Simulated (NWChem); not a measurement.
The numbers come from NWChem runs, not from measurements. System: CH₅AlO₂, charge 0, spin multiplicity 1, at a geometry optimised with B3LYP/def2-SVP. The structure started from a generated list of species. Level: EOM-CCSD/def2-SVP, 8 core orbitals frozen.

The NWChem input:

```
start mol
memory heap 100 mb stack 700 mb global 1900 mb
geometry units angstroms nocenter noautoz noautosym
  Al     0.036578     0.035637     0.002833
  C     -1.433576    -1.223350    -0.134740
  H     -1.106712    -2.149283    -0.637933
  H     -2.280262    -0.808213    -0.703306
  H     -1.798439    -1.515858     0.864086
  O     -0.076257     1.529940    -0.815255
  H      0.560827     2.247516    -0.846880
  O      1.394960    -0.403400     0.938894
  H      2.200906     0.090342     1.106537
end
basis spherical
  * library def2-svp
end
scf
  rhf
  nopen 0
  maxiter 100
  thresh 1e-7
  semidirect memsize 60000000 filesize 0
end
tce
  freeze core 8
  ccsd
  nroots 3
  2eorb
  2emet 13
  thresh 1e-5
  maxiter 200
  tilesize 24
  dipole
end
task tce energy
```

Output (cleaned and shortened):

```
             Northwest Computational Chemistry Package (NWChem) 7.3.0
             --------------------------------------------------------

                                NWChem Input Module
                                -------------------

 Scaling coordinates for geometry "geometry" by  1.889725989
 (inverse scale =  0.529177249)

                             Geometry "geometry" -> ""
                             -------------------------

 Output coordinates in angstroms (scale by  1.889725989 to convert to a.u.)

  No.       Tag          Charge          X              Y              Z
 ---- ---------------- ---------- -------------- -------------- --------------
    1 Al                  13.0000     0.03657800     0.03563700     0.00283300
    2 C                    6.0000    -1.43357600    -1.22335000    -0.13474000
    3 H                    1.0000    -1.10671200    -2.14928300    -0.63793300
    4 H                    1.0000    -2.28026200    -0.80821300    -0.70330600
    5 H                    1.0000    -1.79843900    -1.51585800     0.86408600
    6 O                    8.0000    -0.07625700     1.52994000    -0.81525500
    7 H                    1.0000     0.56082700     2.24751600    -0.84688000
    8 O                    8.0000     1.39496000    -0.40340000     0.93889400
    9 H                    1.0000     2.20090600     0.09034200     1.10653700

 Effective nuclear repulsion energy (a.u.)     157.3518601907

            Nuclear Dipole moment (a.u.)
            ----------------------------
        X                 Y               Z
 ---------------- ---------------- ----------------
     0.0000037795     0.0000094486     0.0000094486


 Summary of "ao basis" -> "" (spherical)
 ------------------------------------------------------------------------------
       Tag                 Description            Shells   Functions and Types
 ---------------- ------------------------------  ------  ---------------------
 *                          def2-svp                  on all atoms

 Summary of "ao basis" -> "ao basis" (spherical)
 ------------------------------------------------------------------------------
       Tag                 Description            Shells   Functions and Types
 ---------------- ------------------------------  ------  ---------------------
 Al                         def2-svp                 8       18   4s3p1d
 C                          def2-svp                 6       14   3s2p1d
 H                          def2-svp                 3        5   2s1p
 O                          def2-svp                 6       14   3s2p1d

                                 NWChem SCF Module
                                 -----------------

  ao basis        = "ao basis"
  functions       =    85
  atoms           =     9
  closed shells   =    20
  open shells     =     0
  charge          =   0.00
  wavefunction    = RHF
  use symmetry    = F
  symmetry adapt  = F

 Summary of "ao basis" -> "ao basis" (spherical)
 ------------------------------------------------------------------------------
       Tag                 Description            Shells   Functions and Types
 ---------------- ------------------------------  ------  ---------------------
 Al                         def2-svp                 8       18   4s3p1d
 C                          def2-svp                 6       14   3s2p1d
 H                          def2-svp                 3        5   2s1p
 O                          def2-svp                 6       14   3s2p1d

 Forming initial guess at       0.0s

      Superposition of Atomic Density Guess
      -------------------------------------

 Sum of atomic energies:        -431.29493052

      Non-variational initial energy
      ------------------------------

 Total energy =    -432.519337
 1-e energy   =    -907.503026
 2-e energy   =     317.631828
 HOMO         =      -0.406159
 LUMO         =      -0.022859

 Starting SCF solution at       0.4s

 ----------------------------------------------
         Quadratically convergent ROHF

 Convergence threshold     :          1.000E-07
 Maximum no. of iterations :          100
 Final Fock-matrix accuracy:          1.000E-09
 ----------------------------------------------

              iter       energy          gnorm     gmax       time
             ----- ------------------- --------- --------- --------
                 1     -432.2070048132  1.44D+00  4.17D-01      0.4
                 2     -432.3099420257  3.08D-01  7.51D-02      0.5
                 3     -432.3196168970  2.22D-02  5.30D-03      0.6
                 4     -432.3196763222  1.35D-04  3.55D-05      0.8
                 5     -432.3196763245  1.44D-08  3.76D-09      1.1

       Final RHF  results
       ------------------

         Total SCF energy =   -432.319676324507
      One-electron energy =   -912.485724580811
      Two-electron energy =    322.814188065643
 Nuclear repulsion energy =    157.351860190661

        Time for solution =      0.7s

             Final eigenvalues
             -----------------

              1
    1  -58.4430
    2  -20.5234
    3  -20.5232
    4  -11.1967
    5   -4.8761
    6   -3.1962
    7   -3.1945
    8   -3.1925
    9   -1.2758
   10   -1.2660
   11   -0.9010
   12   -0.6843
   13   -0.6632
   14   -0.5340
   15   -0.5336
   16   -0.5315
   17   -0.4981
   18   -0.4844
   19   -0.4808
   20   -0.4305
   21    0.1077
   22    0.1319
   23    0.1911
   24    0.2050
   25    0.2506
   26    0.2664
   27    0.2726
   28    0.2821
   29    0.3215
   30    0.3666

                       ROHF Final Molecular Orbital Analysis
[...]
 Iteration   1 using    3 trial vectors
   0.6121936929758   0.4093547332166   11.13911
   0.6249617984665   0.4169174525303   11.34491
   0.8584613775300   0.4450490566330   12.11041     5.8     5.8

 Iteration   2 using    6 trial vectors
   0.1433883201746   0.2993561541483    8.14590
   0.1307393715126   0.3154953997043    8.58507
   0.1332926508927   0.3246543083688    8.83430     5.8     5.8

 Iteration   3 using    9 trial vectors
   0.0667087051138   0.2906616411455    7.90931
   0.0609277368327   0.3088574704841    8.40444
   0.0597309914518   0.3176281211725    8.64310     6.0     6.0

 Iteration   4 using   12 trial vectors
   0.0490477252588   0.2843189588557    7.73672
   0.0347127970426   0.3051768773678    8.30429
   0.0291101465006   0.3144048273990    8.55539     6.1     6.1

 Iteration   5 using   15 trial vectors
   0.0305874605137   0.2815105610812    7.66030
   0.0268023192180   0.3031754383672    8.24983
   0.0277039349422   0.3127641061634    8.51075     6.4     6.4

 Iteration   6 using   18 trial vectors
   0.0151397648768   0.2811444175555    7.65033
   0.0153274048282   0.3025776600432    8.23356
   0.0390904244510   0.3110595761844    8.46437     6.6     6.6

 Iteration   7 using   21 trial vectors
   0.0120454913226   0.2806304207695    7.63635
   0.0100399872341   0.3025176301215    8.23193
   0.0505712392308   0.3089867437052    8.40796     7.0     7.0

 Iteration   8 using   24 trial vectors
   0.0075633072588   0.2806328159003    7.63641
   0.0065825869399   0.3023882729291    8.22841
   0.0433596730103   0.3063468341365    8.33613     7.3     7.3

 Iteration   9 using   27 trial vectors
   0.0036274279558   0.2806131620802    7.63588
   0.0049953728318   0.3023649743512    8.22777
   0.0391747114943   0.3041602203969    8.27662     7.7     7.7

 Iteration  10 using   30 trial vectors
   0.0018886163792   0.2805800645691    7.63498
   0.0062261109334   0.3023933841406    8.22855
   0.0288524922013   0.3030040797513    8.24516     8.0     8.0

 Iteration  11 using   33 trial vectors
   0.0012028828476   0.2805969423417    7.63543
   0.0150759650091   0.3022069909752    8.22347
   0.0093217827846   0.3024571187804    8.23028     8.4     8.4

 Iteration  12 using   36 trial vectors
   0.0010245098060   0.2806047364952    7.63565
   0.0113223121697   0.3020076488749    8.21805
   0.0046019544028   0.3023856049009    8.22833     8.8     8.8

 Iteration  13 using   39 trial vectors
   0.0009359859939   0.2805930520488    7.63533
   0.0070686560819   0.3018866893907    8.21476
   0.0024209349343   0.3023879192270    8.22840     9.3     9.3

 Iteration  14 using   42 trial vectors
   0.0007806397390   0.2805912728083    7.63528
   0.0040251743651   0.3018552870072    8.21390
   0.0013532853852   0.3023809572611    8.22821     9.7     9.7

 Iteration  15 using   45 trial vectors
   0.0004658452218   0.2805952007571    7.63539
   0.0028838152582   0.3018283114505    8.21317
   0.0010058960350   0.3023707764468    8.22793    10.4    10.4

 Iteration  16 using   48 trial vectors
   0.0002500580919   0.2805936497483    7.63534
   0.0016602605823   0.3018105976415    8.21269
   0.0006786286281   0.3023728882472    8.22799    11.0    11.0

 Iteration  17 using   51 trial vectors
   0.0001550897831   0.2805940804161    7.63536
   0.0007399880664   0.3018169337190    8.21286
   0.0004816715552   0.3023759562327    8.22807    11.6    11.6

 Iteration  18 using   54 trial vectors
   0.0001482914888   0.2805946829151    7.63537
   0.0003769302143   0.3018118919662    8.21272
   0.0003587297231   0.3023725328225    8.22798    12.2    12.2

 Iteration  19 using   57 trial vectors
   0.0001812575874   0.2805929516418    7.63533
   0.0002944609773   0.3018124868573    8.21274
   0.0002442389364   0.3023736306440    8.22801    12.9    12.9

 Iteration  20 using   60 trial vectors
   0.0002162136620   0.2805939427892    7.63535
   0.0008524691411   0.3018134342795    8.21276
   0.0004225839588   0.3023735264347    8.22801    13.6    13.6

 Iteration  21 using   63 trial vectors
   0.0001894692408   0.2805945139122    7.63537
   0.0688590257628   0.2956470909071    8.04497
   0.0007278165824   0.3018164516101    8.21285    14.7    14.7

 Iteration  22 using   66 trial vectors
   0.0001190551584   0.2805937479773    7.63535
   0.0396668438303   0.2927577635134    7.96635
   0.0001679108858   0.3018133977036    8.21276    15.5    15.5

 Iteration  23 using   69 trial vectors
   0.0000721914898   0.2805940393184    7.63536
   0.0237442725764   0.2919062553735    7.94318
   0.0001100773125   0.3018139414649    8.21278    16.4    16.4

 Iteration  24 using   72 trial vectors
   0.0000371403621   0.2805939838027    7.63535
   0.0119620201056   0.2915878478487    7.93451
   0.0000722215737   0.3018134877436    8.21277    17.1    17.1

 Iteration  25 using   75 trial vectors
   0.0000195174739   0.2805939443772    7.63535
   0.0061891502639   0.2914764443209    7.93148
   0.0000465819844   0.3018135862190    8.21277    17.8    17.8

 Iteration  26 using   78 trial vectors
   0.0000105709428   0.2805938998083    7.63535
   0.0034460229253   0.2914373972779    7.93042
   0.0000257256833   0.3018134757926    8.21277    18.9    18.9

 Iteration  27 using   81 trial vectors
   0.0000059704661   0.2805938735328    7.63535
   0.0020587458265   0.2914293619972    7.93020
   0.0000145668555   0.3018134397334    8.21277    19.8    19.8

 Iteration  28 using   83 trial vectors
   0.0000035145774   0.2805938799617    7.63535
   0.0012404261654   0.2914225944492    7.93002
   0.0000078986452   0.3018134419852    8.21277    18.1    18.1

 Iteration  29 using   84 trial vectors
   0.0000024533709   0.2805938754906    7.63535
   0.0008355405193   0.2914226217463    7.93002
   0.0000075445714   0.3018134106938    8.21276    16.6    16.6

 Iteration  30 using   85 trial vectors
   0.0000016692690   0.2805938775977    7.63535
   0.0005614902702   0.2914251112737    7.93008
   0.0000070418657   0.3018133865097    8.21276    17.1    17.1

 Iteration  31 using   86 trial vectors
   0.0000010254875   0.2805938823490    7.63535
   0.0003092572069   0.2914228009523    7.93002
   0.0000067022906   0.3018133979410    8.21276    17.3    17.3

 Iteration  32 using   87 trial vectors
   0.0000007087733   0.2805938814282    7.63535
   0.0001430711730   0.2914234598617    7.93004
   0.0000065171262   0.3018133723130    8.21276    17.5    17.5

 Iteration  33 using   88 trial vectors
   0.0000006201015   0.2805938821125    7.63535
   0.0000735905481   0.2914241214146    7.93006
   0.0000062856410   0.3018133878329    8.21276    17.8    17.8

 Iteration  34 using   89 trial vectors
   0.0000006068095   0.2805938822048    7.63535
   0.0000420098932   0.2914240212164    7.93005
   0.0000061676629   0.3018133768578    8.21276    18.2    18.2

 Iteration  35 using   90 trial vectors
   0.0000006064804   0.2805938821410    7.63535
   0.0000238516946   0.2914238527096    7.93005
   0.0000061074686   0.3018133752831    8.21276    18.6    18.6

 Iteration  36 using   91 trial vectors
   0.0000006069944   0.2805938823233    7.63535
   0.0000122876392   0.2914237761935    7.93005
   0.0000060087112   0.3018133829651    8.21276    18.9    18.9

 Iteration  37 using   92 trial vectors
   0.0000006069739   0.2805938822014    7.63535
   0.0000059171168   0.2914238085964    7.93005
   0.0000059868914   0.3018133789430    8.21276    19.0    19.0
 --------------------------------------------------------------
 Iterations converged

 Excited state root  1
 Excitation energy / hartree =        0.280593936742345
                   / eV      =        7.635352755954281

 EOM-CCSD transition moments / hartree
 --------------------------------------------
 X    0.0010199 Y    0.0025094 Z    0.0038220
 Oscillator Strength                0.0000041
 --------------------------------------------

 EOM-CCSD dipole moments / hartree & Debye
 ------------------------------------
   X        -0.5994770     -1.5237301
   Y        -0.4949144     -1.2579566
   Z        -0.0585825     -0.1489029
 Total       0.7795800      1.9815096
 ------------------------------------

 Singles contributions
    21a   (alpha) ---    19a   (alpha)       -0.8567682067
    23a   (alpha) ---    19a   (alpha)       -0.2182630409
    24a   (alpha) ---    17a   (alpha)        0.2350999143
    30a   (alpha) ---    19a   (alpha)       -0.1016337812

 Doubles contributions

 Excited state root  2
 Excitation energy / hartree =        0.291423794054780
                   / eV      =        7.930048292989445

 EOM-CCSD transition moments / hartree
 --------------------------------------------
 X    0.2575885 Y    0.3309359 Z    0.3019852
 Oscillator Strength                0.0518862
 --------------------------------------------

 EOM-CCSD dipole moments / hartree & Debye
 ------------------------------------
   X        -0.6476154     -1.6460866
   Y        -0.5357756     -1.3618160
   Z        -0.0569409     -0.1447303
 Total       0.8424390      2.1412825
 ------------------------------------

 Singles contributions
    21a   (alpha) ---    18a   (alpha)        0.8366964084
    22a   (alpha) ---    19a   (alpha)        0.2234871682
    23a   (alpha) ---    18a   (alpha)        0.2010786522
    24a   (alpha) ---    15a   (alpha)        0.1908440315

 Doubles contributions

 Excited state root  3
 Excitation energy / hartree =        0.301813395600847
                   / eV      =        8.212763855980656

 EOM-CCSD transition moments / hartree
 --------------------------------------------
 X    0.2949055 Y    0.0310664 Z    0.2987876
 Oscillator Strength                0.0356559
 --------------------------------------------

 EOM-CCSD dipole moments / hartree & Debye
 ------------------------------------
   X        -0.1101349     -0.2799371
   Y         0.1416460      0.3600309
   Z         0.2238903      0.5690767
 Total       0.2869149      0.7292704
 ------------------------------------

 Singles contributions
    21a   (alpha) ---    17a   (alpha)       -0.6717125240
    21a   (alpha) ---    20a   (alpha)        0.1656046248
    22a   (alpha) ---    20a   (alpha)        0.4679794456
    23a   (alpha) ---    17a   (alpha)       -0.1701826181
    24a   (alpha) ---    19a   (alpha)        0.3191731448

 Doubles contributions

 Task  times  cpu:      665.2s     wall:      665.2s

 Total times  cpu:      665.2s     wall:      665.2s
```
